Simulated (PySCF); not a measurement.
Compound: C₅H₈NOP.
Cartesian coordinates in Å at the GFN2-xTB level; atoms count from 1:
```xyz
16
C5H8NOP angstrom
C     -3.169    0.028   -0.164
O     -1.991    0.766    0.048
C     -0.855    0.029   -0.025
N      0.304    0.698    0.173
C      1.420   -0.088    0.090
C      2.764    0.523    0.289
C      1.106   -1.383   -0.178
P     -0.632   -1.656   -0.335
H     -3.165   -0.429   -1.159
H     -3.995    0.731   -0.078
H     -3.269   -0.766    0.583
H      0.325    1.688    0.365
H      2.944    1.306   -0.448
H      2.842    0.966    1.283
H      3.534   -0.235    0.186
H      1.831   -2.169   -0.284
```

Definitions: NICS(0) = −σiso at the ring centroid; NICS(1) = −σiso and NICS(1)zz = −σzz at ±1 Å along the ring normal z. Level: GIAO PBE0/pcSseg-1 (PySCF, non-relativistic, gas phase) on the GFN2-xTB geometry, one conformer.

Ring bond lengths (Å), with Mayer bond orders in brackets: C3–N4 1.353 (1.17), N4–C5 1.368 (1.08), C5–C7 1.359 (1.55), C7–P8 1.766 (1.17), P8–C3 1.728 (1.39).

**Question.** Give the NICS values of each ring in ppm.

**Answer.** 
```json
{"ring": "C3–N4–C5–C7–P8", "type": "5-membered ring with N and P; formal bonds all aromatic", "NICS(0)": "-12.4", "NICS(1), two faces": "-9.8 / -9.8", "NICS(1)zz, two faces": "-23.2 / -23.2", "rms pucker (Å)": "0.00", "centre to ring atoms, mean (Å)": "1.28"}
```

**Question.** What do they say, and how far can they be read as aromaticity?

**Answer.** 
- C3–N4–C5–C7–P8: mean NICS(1)zz -23.2 ppm, shielded.

**Question.** And the bond-length index? HOMA = 1 − mean of α(R − Ropt)² over the ring bonds, with Krygowski's 1993 parameters (CC: Ropt 1.388 Å, α 257.7 Å⁻²; CN: Ropt 1.334 Å, α 93.52 Å⁻²; CP: Ropt 1.698 Å, α 118.91 Å⁻²).

**Answer.** 
- C3–N4–C5–C7–P8: HOMA 0.80; the largest term is that of C7–P8, α(R − Ropt)² = 0.55.

**Question.** At the first NICS(1) probe listed for ring C3–N4–C5–C7–P8, 1 Å off the ring, how large is the induced field along the normal in 14.1 T applied along it?

**Answer.** NICSzz × B0 = -23.2 ppm × 14.1 T = -327 μT, against the applied field.
